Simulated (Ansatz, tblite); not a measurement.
Isomers of Cs$_{3}$F$_{3}$⁺ (doublet), found by a short tight-binding search and relaxed with PBE0-D4/def2-SVP in Ansatz.

In the def2 sets Cs takes a core potential; there is no spin–orbit coupling. The xTB rows come from tblite. LC-ωPBE has ω = 0.4 bohr⁻¹. B3LYP takes the VWN-RPA correlation. Correlated methods freeze 3 core orbitals; core or outer-core shells of Cs are correlated, in sets that lack core-valence functions. In CCSD on the charge 1 doublet the largest single amplitude is 0.47, so its Hartree–Fock determinant may place the open shell otherwise than the density functionals do.

Run but left out: HF/def2-SVP, HF/def2-TZVP, MP2/def2-SVP, MP2/def2-TZVP (A: a determinant that CCSD turns far, T1 0.054).

A: At PBE-D4/def2-SVP, PBE-D4/def2-TZVP the gap within one spin of the charge 1 doublet nearly closes, so an electron or hole may be smeared out by delocalisation error. At CCSD(T)/def2-SVP T1 of the charge 1 doublet is large (up to 0.054), so the single-reference result is doubtful. B: At PBE-D4/def2-SVP, PBE-D4/def2-TZVP the gap within one spin of the charge 1 doublet nearly closes, so an electron or hole may be smeared out by delocalisation error.

Other spin states weren't relaxed.

A:

Cartesian coordinates in Å:
```
Cs 2.334 0.395 -1.984
Cs -0.308 2.037 2.302
Cs -1.087 -1.306 -0.170
F 0.674 0.807 0.107
F 0.417 -1.727 -2.113
F -2.030 -0.205 1.858
```

B:

```xyz
6

Cs   -0.0389   -1.8968    2.1100
Cs   -2.3198    0.3656   -1.6372
Cs    2.3567    1.5449   -0.4886
F    -1.9850   -1.2967    0.4105
F     1.9536   -0.3051    1.3769
F     0.0332    1.5881   -1.7716
```

C:

```xyz
6

Cs   -1.8575    2.0322    0.4032
Cs    1.0399   -2.2910    2.5813
Cs    0.9740   -0.0775   -2.6046
F     0.9508   -1.0420    0.1353
F    -0.7503    1.6479   -1.8620
F    -0.3569   -0.2697    1.3467
```

Q: Estimate their order by electronic energy at ωB97M-V/def2-TZVP, counted from the lowest.

A: C (0.0) < A (71.1) < B (142.3), in kJ/mol.

Q: Do the other levels pick the same lowest one?

A: Not GFN1-xTB, GFN2-xTB. Energies above each level's lowest (kJ/mol):

| level | A | B | C |
| --- | --- | --- | --- |
| GFN1-xTB | 0.0 | 1.0 | 42.6 |
| GFN2-xTB | 26.8 | 0.0 | 60.2 |
| PBE-D4/def2-SVP | 6.3 | 23.9 | 0.0 |
| PBE-D4/def2-TZVP | 10.0 | 22.2 | 0.0 |
| r2SCAN-D4/def2-TZVP | 18.9 | 42.9 | 0.0 |
| B3LYP-D4/def2-TZVP | 35.1 | 68.2 | 0.0 |
| PBE0-D4/def2-SVP | 37.3 | 83.4 | 0.0 |
| PBE0-D4/def2-TZVP | 39.9 | 83.4 | 0.0 |
| LC-ωPBE/def2-TZVP | 81.5 | 153.4 | 0.0 |
| ωB97M-V/def2-TZVP | 71.1 | 142.3 | 0.0 |
| CCSD/def2-SVP | 80.5 | 154.5 | 0.0 |
| CCSD(T)/def2-SVP | 71.7 | 158.2 | 0.0 |
Point groups (tolerance 0.1 Å): A C2v, B not assigned, C C2. B and C have the same bonds, so they are conformers or stereoisomers. Lower isomers may exist.
